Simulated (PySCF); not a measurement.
(H2In-mu-NH2)2.
Bonds: In1–N4, In1–N8, N4–In5, In5–N8. Hydrogens: H2, H3 on In1; H9, H10 on N4; H6, H7 on In5; H11, H12 on N8.

Computed with PySCF, PBE0-D3(BJ)/def2-SVP geometry optimisation, gas phase, def2 core potentials past Kr.

(1) How far are the bound atoms from In1?

(2) List the angles at In1.

(3) Describe the arrangement about In1 in numbers.

(4) What are the other bond lengths?

(5) Give some angles away from the centre.

(6) What are the rotational constants (commonest isotopes, rigid rotor)?

Answers

(1) 4 atoms: H3 1.728 Å, H2 1.728 Å, N4 2.230 Å, N8 2.231 Å. The nearest atom not counted as bound is H11, at 2.80 Å (others tie with it).

(2) 
| angle | degrees | distance of the outer atoms (Å) |
| --- | --- | --- |
| H2–In1–H3 | 129.9 | 3.13 |
| H3–In1–N4 | 108.6 | 3.23 |
| H3–In1–N8 | 108.5 | 3.23 |
| H2–In1–N8 | 108.3 | 3.22 |
| H2–In1–N4 | 108.3 | 3.22 |
| N4–In1–N8 | 83.3 | 2.97 |

(3) Angles from 83.3° to 129.9°; τ4 = (360° − α − β)/141° = 0.86 with α and β the two widest (0 for a square, 1 for a tetrahedron). Differences among atoms that D2h makes equivalent are scatter left by the optimiser.

(4) N4–H9 and 3 like bonds 1.020 Å.

(5) In1–N4–In5 96.7°.

(6) A = 5502, B = 749.0, C = 681.6 MHz: a near-prolate asymmetric top.

Point group: D2h (tolerance 0.08 Å). Charge 0, singlet. No PBE0-D3(BJ)/def2-SVP frequencies stand behind this structure, so it isn't proved a minimum.

One conformer stands for the species.
